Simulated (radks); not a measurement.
The numbers below are computed, except where a source is named.
Task: Successive ionisation energies (eV) of one element, from differences of total energies of ions in their ground configurations, starting at charge 0: 6.540, 13.350, 23.608, 35.016, 80.520, 96.572, 112.97. Level of theory: non-relativistic Kohn-Sham, LDA (Slater exchange, Perdew-Wang correlation), spin-polarised, spherical densities, point nucleus; open shells are filled with parallel spins first (spin-orbit coupling, left out, can overturn this in heavy ions); relativity is left out, which matters for an element this heavy (a radial shooting solver on a logarithmic mesh with Libxc functionals). Which element is it?

Result: Zirconium (Z = 40). The first species listed is Zr in [Kr] 4d2 5s2, the last Zr6+ in [Ar] 3d10 4s2 4p4.
